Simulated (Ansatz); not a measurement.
Ideal-gas functions of AlFH₂OTe (`[OH][Al]([F])[TeH]`) at 600 K and 1 bar, from an Ansatz frequency run at PBE0-D4/def2-TZVP.

Molar mass 191.6 g/mol, point group Cs (symmetry number 1), electronic degeneracy 1, moments of inertia 78.641, 390.312, 468.953 u Å². Harmonic wavenumbers (cm⁻¹, unscaled): 126, 178, 186, 231, 303, 340, 513, 599, 793, 944, 2151, 3973.

Use S(trans) = R[1.5 ln M + 2.5 ln T − 1.1517]; rotational temperatures θ = 24.2544 K / I; S(rot) = R[ln(√π/σ · √(T³/θAθBθC)) + 1.5]; for each mode x = 1.438777 ν̃/T, S = R[x/(eˣ − 1) − ln(1 − e⁻ˣ)] and H = RT x/(eˣ − 1); 1 cm⁻¹ = 0.0119627 kJ/mol; R = 8.31446 J/(mol·K).

Question: By hand: the entropy, in J/(mol·K).

Answer: Translation 188.9. Rotation: θ = 0.3084, 0.0621, 0.0517 K, giving 125.8. Vibration, mode by mode: 18.30, 15.46, 15.10, 13.33, 11.15, 10.24, 7.10, 5.98, 4.12, 3.10, 0.30, 0.01, in all 104.2. Electronic 0.0. Sum 418.9 J/(mol·K).

Question: By hand: H − E and G − E in kJ/mol, counted from the electronic energy.

Answer: Zero-point energy ½ × 10337 × 0.0119627 = 61.8; thermal vibration 30.5; translation, rotation and pV give 4 RT = 20.0. H − E = 112.3 kJ/mol, and G − E = 112.3 − 600 × 418.9/1000 = -139.0 kJ/mol.

Vibration gives 25 % of the entropy, 18.3 J/(mol·K) of it from the mode under 150 cm⁻¹: soft modes count most, and the harmonic formula is weakest for them. The sum counts one conformer and one mirror image; others add a mixing term.
